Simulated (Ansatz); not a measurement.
Total energies of CH₄BrOSi (`CO[SiH]Br`) radical.

```xyz
8

C     0.4045   -0.7483    0.8697
O     0.7000    0.0614   -0.2495
Si   -0.3361    0.5332   -1.4180
Br   -2.1742    1.4487   -0.5281
H     0.1379   -1.7633    0.5609
H    -0.4184   -0.3261    1.4531
H     1.2977   -0.7924    1.4932
H     0.3885    1.5869   -2.1814
```

The species carries charge 0 and has multiplicity 2. Correlated methods include outer-core shells of Br, which these sets cover unevenly. Scalar relativity is left out up to krypton. All single points use the PBE0-D4/def2-TZVP geometry. It is one conformer, not always the lowest. Basis def2-TZVPP, Ansatz.

RPA on PBE orbitals: Hartree–Fock energy of these orbitals -2976.45699 Eh, correlation -1.25972 Eh (frozen core).

```tsv
functional	energy without D4 (Eh)	D4 term (kJ/mol)
LDA (SPW92)	-2973.83526	–
PBE	-2978.80151	-17.7
revPBE	-2979.15388	-50.8
BLYP	-2979.46270	-38.7
r2SCAN	-2979.37416	-4.1
B97M-V	-2978.91217	–
PBE0	-2978.92503	-15.0
B3LYP	-2979.52639	-28.8
r2SCANh	-2979.36581	-4.5
r2SCAN0	-2979.35449	-5.0
HSE06 (plane-wave form)	-2978.91721	-14.1
BHLYP	-2979.40533	-23.6
CAM-B3LYP	-2979.55952	-15.4
LC-ωPBE	-2978.95727	–
ωB97X-V	-2979.15202	–
ωB97M-V	-2979.26064	–
B2PLYP	-2978.88413	–
PBE-QIDH	-2978.51433	–
```

B3LYP takes the VWN-RPA correlation (the form of Gaussian; ORCA's B3LYP/G). HSE06 is the plane-wave form, built on full-range PBE exchange. The double hybrids freeze the cores in their second-order part.

LC-ωPBE has ω = 0.4 bohr⁻¹.
